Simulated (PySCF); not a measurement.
# Broadened absorption spectrum of C5H4F3P

Compound: C5H4F3P.
Numbering: `[CH2:1]=[CH:2][P:3]1[CH:4]=[C:5]1[C:6]([F:7])([F:8])[F:9]` (hydrogens: H10, H11 on C1; H12 on C2; H13 on C4)

Level of theory: TDDFT PBE0/def2-SVPD, vertical, gas phase, core orbitals frozen in the response (PySCF). Geometry: GFN2-xTB, one conformer, isolated molecule. Torsions of this conformer, `[CH2:1]=[CH:2][P:3]1[CH:4]=[C:5]1[C:6]([F:7])([F:8])[F:9]`: C1–C2–P3–C4 -159°, C4–C5–C6–F7 -114°.

Computed states:

```json
{"state": "S1", "E (eV)": "4.62", "f": "0.010"}
{"state": "S2", "E (eV)": "5.06", "f": "0.030"}
{"state": "S3", "E (eV)": "5.19", "f": "0.0014"}
{"state": "S4", "E (eV)": "6.26", "f": "0.184"}
{"state": "S5", "E (eV)": "6.44", "f": "0.0054"}
{"state": "S6", "E (eV)": "6.71", "f": "0.078"}
{"state": "S7", "E (eV)": "6.85", "f": "0.175"}
{"state": "S8", "E (eV)": "6.93", "f": "0.095"}
```

Each state is given a Gaussian of 0.25 eV full width at half maximum, with ε(max) = 2.175×10⁸ f / Δν̃ (Δν̃ the width in cm⁻¹). The cross-section is σ = 3.8235×10⁻²¹ ε cm², given in Mb (10⁻¹⁸ cm²). The width is an assumption, not a result. The curve ends short of the highest state used, and states not computed would add to its high-energy end.

Q: Give the broadened spectrum and its maxima.

A: 
```json
{"E (eV)": "4.24", "σ (Mb)": "0.01"}
{"E (eV)": "4.34", "σ (Mb)": "0.13"}
{"E (eV)": "4.43", "σ (Mb)": "0.85"}
{"E (eV)": "4.52", "σ (Mb)": "2.67"}
{"E (eV)": "4.61", "σ (Mb)": "4.12"}
{"E (eV)": "4.70", "σ (Mb)": "3.14"}
{"E (eV)": "4.79", "σ (Mb)": "1.67"}
{"E (eV)": "4.88", "σ (Mb)": "3.36"}
{"E (eV)": "4.97", "σ (Mb)": "9.07"}
{"E (eV)": "5.06", "σ (Mb)": "12.77"}
{"E (eV)": "5.15", "σ (Mb)": "9.01"}
{"E (eV)": "5.24", "σ (Mb)": "3.33"}
{"E (eV)": "5.33", "σ (Mb)": "0.70"}
{"E (eV)": "5.43", "σ (Mb)": "0.07"}
{"E (eV)": "5.52", "σ (Mb)": "0.01"}
{"E (eV)": "5.61", "σ (Mb)": "0.00"}
{"E (eV)": "5.70", "σ (Mb)": "0.00"}
{"E (eV)": "5.79", "σ (Mb)": "0.00"}
{"E (eV)": "5.88", "σ (Mb)": "0.11"}
{"E (eV)": "5.97", "σ (Mb)": "1.60"}
{"E (eV)": "6.06", "σ (Mb)": "11.77"}
{"E (eV)": "6.15", "σ (Mb)": "42.27"}
{"E (eV)": "6.24", "σ (Mb)": "74.22"}
{"E (eV)": "6.33", "σ (Mb)": "64.28"}
```

Maxima: 268 nm (4.62 eV), ε about 1100, made up of S1 (100%); 245 nm (5.06 eV), ε about 3300, made up of S2 (98%); 198 nm (6.27 eV), ε about 20000, made up of S4 (99%) (ε in L mol⁻¹ cm⁻¹; maxima over ε = 5, shares over 10%).

Q: On this curve, what absorbance would a 10⁻⁴ mol/L sample give at 266 nm over a 1 cm path?

A: 266 nm is 4.661 eV, where ε is about 1000 L mol⁻¹ cm⁻¹, so A = ε c l ≈ 0.1 (Beer–Lambert, with the gas-phase spectrum and the assumed width).

Q: What would ε be at 6.27 eV, the highest of these maxima, with half the width (0.125 eV)?

A: About 39500 L mol⁻¹ cm⁻¹ against 20000, a factor of about 1.98; a lone state at its own centre would give exactly 2.

Q: Coming from long wavelengths, where does ε first pass 100 L mol⁻¹ cm⁻¹?

A: At about 283 nm (4.39 eV), 0.23 eV below S1.
